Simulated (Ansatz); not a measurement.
Ansatz (a first-principles code) input (CCSD(T)/aug-cc-pVDZ):

Ansatz 0.2 input:
```yaml
crystal:
  periodic: [false, false, false]
  atoms:
    - {symbol: B, position_ang: [-0.00000000, -0.00000000, -0.78099334]}
    - {symbol: F, position_ang: [0.00000000, 0.00000000, 0.43388519]}
basis:
  gaussian:
    orbitals: aug-cc-pVDZ
total_charge: 1
magnetization: {spin_polarized: true, initial_magnetization: 1}
correlation: {method: ccsd_t, electrons: outside_noble_gas}
```

End of the output:

```
integrals: 0.02 GiB planned
439 factors; integrals over basis functions are off by at most 8.9e-4 eV
mean field: 0.07 GiB planned
mean field evaluation 1: about -3359.4843 eV, gradient 4.7e1 eV
mean field evaluation 2: about -3359.4867 eV, gradient 4.7e1 eV
mean field evaluation 4: about -3367.3265 eV, gradient 2.8e0 eV
mean field evaluation 8: about -3367.4295 eV, gradient 1.5e-1 eV
mean field evaluation 16: about -3367.4161 eV, gradient 9.0e-1 eV
mean field evaluation 32: about -3367.4299 eV, gradient 1.0e-6 eV
mean field evaluation 64: about -3358.1369 eV, gradient 6.2e-1 eV
mean field -3367.42989302 eV, -123.7507660424 hartree, gradient 1.0e-6 eV, S^2 0.753722; 2 other end points of the search recorded, 0 dependent functions left out
2 core orbitals not correlated
reference -3367.42989302 eV, -123.7507660424 hartree; 5, 4 occupied and 39, 40 virtual orbitals, 439 factors
second order -6.42681887 eV of doubles, -0.00000000 eV of singles
coupled cluster: 0.11 GiB planned
cycle   1  -6.28018233 eV  change    1.5e-1 eV  update   7.7e-2
cycle   2  -6.45703126 eV  change   -1.8e-1 eV  update   2.4e-2
cycle   3  -6.51285381 eV  change   -5.6e-2 eV  update   1.4e-2
cycle   4  -6.50863935 eV  change    4.2e-3 eV  update   3.0e-3
cycle   5  -6.50734814 eV  change    1.3e-3 eV  update   1.2e-3
cycle   6  -6.50810475 eV  change   -7.6e-4 eV  update   4.6e-4
cycle   7  -6.50822328 eV  change   -1.2e-4 eV  update   2.0e-4
cycle   8  -6.50821214 eV  change    1.1e-5 eV  update   6.3e-5
cycle   9  -6.50823552 eV  change   -2.3e-5 eV  update   2.1e-5
cycle  10  -6.50823229 eV  change    3.2e-6 eV  update   7.3e-6
perturbative correction -0.18155673 eV, -0.0066720868 hartree
Total energy: -3374.11968204 eV, -123.9966112544 hartree
```
